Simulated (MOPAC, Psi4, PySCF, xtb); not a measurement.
Two rigid molecules brought together: N2 ··· C2H6O (SMILES N#N and COC). Monomers: optimised at B3LYP-D3(BJ) (def2-TZVP), held rigid. Orientation: a random orientation, not optimised. The monomers approach along the line of their centres of mass (distance R); nothing else relaxes.

Geometry at R = 3.87 Å (first 2 atoms: monomer A):
```
11

N      0.5455     0.0000     0.0000
N     -0.5455     0.0000     0.0000
C      3.1317    -0.0688     3.4555
O      2.1179    -0.8728     2.8973
C      2.5791    -1.6477     1.8143
H      3.9605    -0.6777     3.8411
H      3.5357     0.6378     2.7181
H      2.6894     0.4907     4.2783
H      3.3813    -2.3316     2.1226
H      1.7362    -2.2314     1.4475
H      2.9579    -1.0151     1.0003
```

Computed with: B3LYP/def2-TZVP, counterpoise-corrected (Psi4); PM3, restricted, heats of formation (MOPAC); GFN1-xTB (xtb); RKS-B3LYP/6-31G* = PySCF 2.14.0 with restricted B3LYP/6-31G*, spherical d, no counterpoise correction; PBE/def2-TZVP, counterpoise-corrected (Psi4).

Interaction energies in kJ/mol (negative: bound); R is the distance of the centres of mass, d the N1···H11 distance.

```csv
R / Å,d / Å,B3LYP/def2-TZVP,PM3,GFN1-xTB,RKS-B3LYP/6-31G*,PBE/def2-TZVP
3.27,2.27,24.51,34.54,5.84,18.91,20.47
3.50,2.47,11.05,16.95,-0.97,6.80,8.14
3.69,2.64,5.57,9.23,-2.70,2.31,3.16
3.87,2.80,2.86,5.19,-2.95,0.38,0.75
4.09,3.00,1.27,2.50,-2.59,-0.51,-0.57
4.27,3.17,0.67,1.29,-2.17,-0.68,-0.96
4.60,3.48,0.26,0.22,-1.51,-0.58,-0.99
4.91,3.78,0.13,-0.14,-1.09,-0.38,-0.77
5.36,4.21,0.04,-0.26,-0.69,-0.20,-0.44
6.04,4.87,-0.03,-0.22,-0.35,-0.12,-0.18
7.09,5.89,-0.05,-0.12,-0.13,-0.08,-0.06
8.37,7.15,-0.03,-0.06,-0.04,-0.05,-0.03
```

Lowest grid point: B3LYP/def2-TZVP -0.05 kJ/mol at R = 7.09 Å; PM3 -0.26 kJ/mol at R = 5.36 Å; GFN1-xTB -2.95 kJ/mol at R = 3.87 Å; RKS-B3LYP/6-31G* -0.68 kJ/mol at R = 4.27 Å; PBE/def2-TZVP -0.99 kJ/mol at R = 4.60 Å.
